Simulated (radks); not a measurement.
Q: Calculated with a radial shooting solver on a logarithmic mesh with Libxc functionals: scalar-relativistic Kohn-Sham, LB94 model potential, spin-polarised, spherical densities, finite nucleus; open shells are filled with parallel spins first (spin-orbit coupling, left out, can overturn this in heavy ions); Fermi nuclear charge, rms radius of each element as measured or else 0.836 A^(1/3) + 0.57 fm. Response by self-consistent Sternheimer equations with the Hartree and adiabatic LDA kernel, the relativistic mass of each level held fixed and spin-orbit coupling left out. For heavy and open-shell atoms this level of theory can miss by tens of per cent. Rank Cd4+, Cd, Cd6+, Cd+, Cd2+, Cd3+, Cd5+ (NIST ground configurations) by static dipole polarisability, largest first.

A: Cd 34.19, Cd+ 17.83, Cd2+ 5.358, Cd3+ 3.753, Cd4+ 2.778, Cd5+ 2.138, Cd6+ 1.696 bohr^3.
